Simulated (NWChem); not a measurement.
System: CH3FMg; SMILES [F][Mg][CH3]

```xyz
6

Mg    -0.0770     0.2809     0.0014
F      0.2007     2.0247    -0.0011
C     -0.4036    -1.7715     0.0043
H      0.0622    -2.2590    -0.8686
H     -1.4794    -2.0131    -0.0233
H      0.0147    -2.2493     0.9061
```
Atoms are numbered in this order, from 1.

All runs use the structure optimised with PBE0/def2-SVP.

Give the principal values of the shielding tensors (ppm) of Mg1, F2, C3 from B3LYP/6-311G** (spherical d), GIAO (NWChem), with their diamagnetic and paramagnetic parts as GIAO splits them.


```
atom    σ11    σ22    σ33  isotropic  diamagnetic  paramagnetic
----  -----  -----  -----  ---------  -----------  ------------
Mg1   389.7  389.7  709.6      496.3        712.3        -215.9
F2    275.1  275.1  488.9      346.4        469.7        -123.3
C3    197.8  215.7  215.7      209.8        242.3         -32.5
```
